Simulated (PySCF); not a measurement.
Dipole moment and polarisability of `C=C/C(F)=C(/C)Cl`

Compound: C5H6ClF.
Structure used (PBE0-D3(BJ)/def2-SVP), in Å, numbered top down from 1:
```xyz
13
C5H6ClF angstrom
C     -1.943    0.894    0.505
C     -1.106   -0.079    0.889
C      0.120   -0.398    0.187
F      0.352    0.347   -0.904
C      1.040   -1.333    0.501
C      2.282   -1.590   -0.273
Cl     0.813   -2.330    1.902
H     -2.856    1.102    1.067
H     -1.735    1.505   -0.376
H     -1.316   -0.688    1.771
H      3.172   -1.417    0.354
H      2.331   -0.931   -1.148
H      2.319   -2.638   -0.611
```

Level: CAM-B3LYP/def2-SVPD (PySCF), static field, nuclei fixed, core orbitals frozen in the response. The polarisability tensor in these axes (au):

```
x    95.91 -31.69  -1.14
y   -31.69  85.99 -12.54
z    -1.14 -12.54  67.79
```

Task: Diagonalise the tensor; give its mean and Δα, where Δα² is half the sum of the squared differences of the eigenvalues.

Result: Principal values 51.91, 73.79 and 123.99 au; mean 83.23 au = 12.33 Å³ = 13.72 × 10⁻⁴⁰ C²·m²/J; Δα = 64.01 au (77 % of the mean).

Task: What is the dipole moment?

Result: 0.17 D at this geometry.

Task: Directions of the eigenvectors, and the extent of the frame along each?

Result: Largest value along (0.74, -0.66, 0.13), where the nuclei span 6.07 Å; middle along (-0.46, -0.35, 0.82), 3.97 Å; least along (0.49, 0.67, 0.56), 1.77 Å. The response follows the extents in order.

Task: Estimate the molar refractivity from the static electronic polarisability.

Result: Lorentz–Lorenz: R = (4π/3)N_A α = 2.5225 cm³/(mol·Å³) × 12.33 Å³ = 31.1 cm³/mol, in the limit of long wavelengths.

Task: What would n − 1 = 2πNα be for an ideal gas of these molecules at 350 K and 1 atm, electronic part alone?

Result: N = p/kT = 2.0968 × 10¹⁹ cm⁻³, so n − 1 = 2π × N × 12.33 × 10⁻²⁴ cm³ = 1625 × 10⁻⁶ at long wavelengths.

Task: What are the principal values of the traceless quadrupole moment, Θ = ½Σq(3rr − r²1), about the centre of nuclear charge?

Result: -4.60, -3.72, 8.32 D·Å. The values depend on the origin, since the dipole doesn't vanish. The electronic extent ⟨r²⟩ about the same centre is 1035 bohr², a root-mean-square distance of 2.16 Å for the 62 electrons.

Isolated species at its PBE0-D3(BJ)/def2-SVP geometry (one conformer only).
